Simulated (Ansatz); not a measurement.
Start from `[AlH2][O]B1CC1` and change one atom or group to get `[SiH3]BB1CC1`.

Ansatz, PBE0-D4/def2-TZVP geometries, multiplicity 1. Each molecule was computed in one conformer, which needn't be the lowest.

```json
{"property": "size of the dipole moment (PBE/def2-TZVPP) / D", "`[AlH2][O]B1CC1`": "0.74"}
{"property": "LUMO energy (B3LYP/def2-TZVPP) / eV", "`[AlH2][O]B1CC1`": "-1.47"}
{"property": "HOMO energy (PBE/def2-TZVPP) / eV", "`[AlH2][O]B1CC1`": "-5.30"}
{"property": "LUMO energy (PBE/def2-TZVPP) / eV", "`[AlH2][O]B1CC1`": "-2.00"}
{"property": "LUMO energy (ωB97M-V/def2-TZVPP) / eV", "`[AlH2][O]B1CC1`": "0.33"}
{"property": "HOMO energy (B3LYP/def2-TZVPP) / eV", "`[AlH2][O]B1CC1`": "-6.35"}
```

Problem. Give the same properties after the change, and the shifts. (An estimate is asked.)

Solution. Ansatz gave: 
```csv
property,`[SiH3]BB1CC1`,shift
size of the dipole moment (PBE/def2-TZVPP) / D,1.54,0.80
LUMO energy (B3LYP/def2-TZVPP) / eV,-2.13,-0.66
HOMO energy (PBE/def2-TZVPP) / eV,-6.33,-1.03
LUMO energy (PBE/def2-TZVPP) / eV,-2.82,-0.82
LUMO energy (ωB97M-V/def2-TZVPP) / eV,-0.10,-0.43
HOMO energy (B3LYP/def2-TZVPP) / eV,-7.20,-0.85
```

With PBE0 the HOMO falls by 0.86 eV and the LUMO falls by 0.73 eV, so the gap widens by about 0.13 eV. PBE moves the HOMO by -1.03 eV and ωB97M-V by -0.74 eV. Dipoles are sizes alone; their direction can turn.

B3LYP here is the variant with VWN-RPA as its local correlation; programs differ in this.
